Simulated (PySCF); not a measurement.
Spin states and ions at one geometry of [WO(OH)3]+

PySCF 2.14.0, RKS B3LYP, W def2-SVP with ECP60, O def2-SVP, H def2-SVP; non-relativistic Hamiltonian with scalar-relativistic core potentials where named; density fitting; no spin-orbit coupling; singlets restricted, open shells unrestricted. The geometry is relaxed for charge +1, singlet, vacuum:

```xyz
8

W    -0.1529   -0.1147   -0.1726
O     0.8818    0.7555    0.8248
O    -1.3055   -1.0648    0.8813
H    -1.5773   -1.2853    1.7896
O     0.8489   -1.2434   -1.2046
H     1.7433   -1.5531   -1.4321
O    -1.0728    1.0636   -1.2240
H    -1.2289    1.9936   -1.4643
```

Energies count from the relaxed state; an electron taken off or put on is at rest in vacuum. Charges and spins are Mulliken's.

Task: Order these states by energy, lowest first.
A. charge 0, doublet, vacuum
B. charge +1, triplet, vacuum
C. charge +1, singlet, vacuum
D. charge +2, doublet, vacuum

Result: A (-5.16 eV), C (0.00 eV), B (5.83 eV), D (17.80 eV).

Task: How do charge and spin on the first atom follow?

Result: 
```
                     state  spin squared  charge on W1 (e)  spin on W1 (e)  dipole about the centre of mass (D)
charge +1, singlet, vacuum          0.00              1.43            0.00                                 0.61
charge +1, triplet, vacuum          2.02              1.29            0.64                                 0.52
charge +2, doublet, vacuum          0.78              1.55           -0.20                                 1.55
 charge 0, doublet, vacuum          0.75              1.06            0.76                                 1.02
```

With an electron taken off (doublet) the charges change, summed by element, by W +0.13 e, O +0.69 e, H +0.18 e. The vertical ionisation energy is 17.80 eV, against −ε(HOMO) = 15.37 eV of the relaxed state. The level lies 2.4 eV too high, as is usual for semilocal functionals and global hybrids, which keep a self-interaction error.

With an electron put on (doublet) the charges change, summed by element, by W -0.37 e, O -0.42 e, H -0.21 e. The vertical electron affinity is 5.16 eV, against −ε(LUMO) = 7.76 eV of the relaxed state.

Open shells may have lower solutions than those found. Hard to converge, so the more doubtful: charge +1, triplet, vacuum.
